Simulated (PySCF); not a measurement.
# Arsenic: a sound run and one with changed settings

Sound run: As+ [Ar] 3d10 4s2 4p2, As(2+) [Ar] 3d10 4s2 4p1. All numbers are calculated (PySCF 2.14, scalar relativity by spin-free X2C-1e, in jorge-DZP-DKH (8s6p2d1f, 43 functions)). In the sound run the correlated levels freeze [Ar] 3d10. The sound run starts from symmetry-adapted Hartree-Fock orbitals and uses a fine grid where one is needed.

Changed run: no relativity, point nucleus. This setting is unsound on purpose.

| species | method | sound run (hartree) | changed run (hartree) | converged |
| --- | --- | --- | --- | --- |
| As+ | UHF | -2258.54714 | -2228.06102 | yes |
| As+ | PBE0 | -2259.95016 | -2229.38064 | yes |
| As+ | BP86 | -2260.53346 | -2229.91353 | yes |
| As+ | MP2 | -2258.57238 | -2228.08608 | yes |
| As+ | CCSD(T) | -2258.58114 | -2228.09504 | yes |
| As(2+) | UHF | -2257.88761 | -2227.40002 | yes |
| As(2+) | PBE0 | -2259.27080 | -2228.69981 | yes |
| As(2+) | BP86 | -2259.85198 | -2229.23050 | yes |
| As(2+) | MP2 | -2257.91355 | -2227.42603 | yes |
| As(2+) | CCSD(T) | -2257.92478 | -2227.43776 | yes |

Ionisation energy of As+:

```
 method  sound run (eV)  changed run (eV)
    UHF          17.947            17.987
   PBE0          18.486            18.526
   BP86          18.544            18.586
    MP2          17.928            17.961
SCS-MP2          17.880            17.912
   CCSD          17.859            17.884
CCSD(T)          17.860            17.885
```

Most of the change in total energy is the relativistic energy itself. On top of that the contraction fixes the core shape for the Hamiltonian it was made with, so the changed run is not a good calculation with the other Hamiltonian either.

For comparison, NIST gives 18.589 eV between the lowest levels.
